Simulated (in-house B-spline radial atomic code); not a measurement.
Ru IV (Ru3+) is squeezed into an impenetrable sphere of radius R (the orbitals vanish at R). No spin polarisation. Caution: exact exchange at fractional occupations of open shells leaves self-interaction of up to several eV. Method: non-relativistic B3LYP, spherical fractional occupations, point nucleus. Calculated with a radial B-spline atomic code at the basis-set limit.

Energies in eV above the free ion in [Kr] 4d5:

| R (bohr) | highest level (eV) | [Kr] 4d5 | [Kr] 4d4 4f1 | [Ar] 3d10 4s2 4p5 4d5 4f1 | -dE/dV in [Kr] 4d5 (GPa) |
| --- | --- | --- | --- | --- | --- |
| 9.26 | -38 | 0 | 30.21 | 75.71 | 9.53e-07 |
| 6.05 | -38 | 0.003081 | 31.18 | 76.62 | 0.0199 |
| 4.66 | -37.8 | 0.1261 | 33.68 | 79 | 1.29 |
| 4.52 | -37.8 | 0.181 | 34.15 | 79.45 | 1.96 |
| 3.58 | -36.6 | 1.936 | 40.27 | 85.48 | 32.4 |
| 2.97 | -33.4 | 8.994 | 52.3 | 97.89 | 225 |
| 2.46 | -25.3 | 34.81 | 84.22 | 131.4 | 1370 |
| 2.08 | -9.95 | 102.9 | 158.2 | 208.7 | 6070 |
| 1.76 | 19.1 | 272.7 | 332.9 | 388.6 | 24000 |
| 1.34 | 122 | 1088 | 1145 | 1211 | 182000 |

Question: Does [Kr] 4d4 4f1 fall below [Kr] 4d5 under compression?

Answer: No, it stays above over the whole range.

Question: Does [Ar] 3d10 4s2 4p5 4d5 4f1 fall below [Kr] 4d5 under compression?

Answer: No, it stays above over the whole range.

The highest level is first positive in the row R = 1.76 bohr, pushed up by confinement above the zero of the free ion's potential. Each configuration is held fixed and needn't be the lowest in the sphere.
